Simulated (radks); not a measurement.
The numbers below are computed, except where a source is named.
How relativity changes the ionisation of the selenium ion Se+ ([Ar] 3d10 4s2 4p3) to Se2+ ([Ar] 3d10 4s2 4p2). Spin-unpolarised spherical Kohn-Sham, PBEsol, point nucleus unless stated (finite: rms radius 4.14 fm), a radial shooting solver on a logarithmic mesh with Libxc functionals. A level marked "c x" has the speed of light scaled by that factor and shares open shells by 2j + 1; other Dirac levels either fill j = l - 1/2 first or share by 2j + 1.

| level | E(Se+) (hartree) | E(Se2+) (hartree) | IE (eV) | HOMO | <r> HOMO (bohr) |
|---|---|---|---|---|---|
| non-rel. | -2399.14548 | -2398.39694 | 20.369 | 4p | 2.122 |
| scalar-rel. | -2427.90350 | -2427.15501 | 20.368 | 4p | 2.115 |
| scalar-rel., finite nucleus | -2427.88589 | -2427.13740 | 20.368 | 4p | 2.115 |
| Dirac, 2j+1 shares | -2428.05068 | -2427.30200 | 20.372 | 4p3/2 | 2.128 |
| Dirac, low j first | -2428.06707 | -2427.32742 | 20.127 | 4p3/2 | 2.131 |
| Dirac, 2j+1 shares, finite nucleus | -2428.03305 | -2427.28438 | 20.373 | 4p3/2 | 2.128 |
| Dirac, c x 0.85 | -2439.63720 | -2438.88844 | 20.375 | 4p3/2 | 2.130 |
| Dirac, c x 1.5 | -2411.77553 | -2411.02695 | 20.370 | 4p3/2 | 2.125 |
| Dirac, c x 100 | -2399.14828 | -2398.39974 | 20.369 | 4p3/2 | 2.122 |

NIST Atomic Spectra Database: 21.20 eV (measured). The relativistic part of the total energy of Se+ is -28.89 hartree (Dirac, 2j+1 shares, finite nucleus), 1.2 % of the non-relativistic value. Spin polarisation and multiplet splitting of open shells are left out at every level.

Beside tabulated values, note that spin-unpolarised runs miss the spin-polarisation part of the exchange energy of open shells.
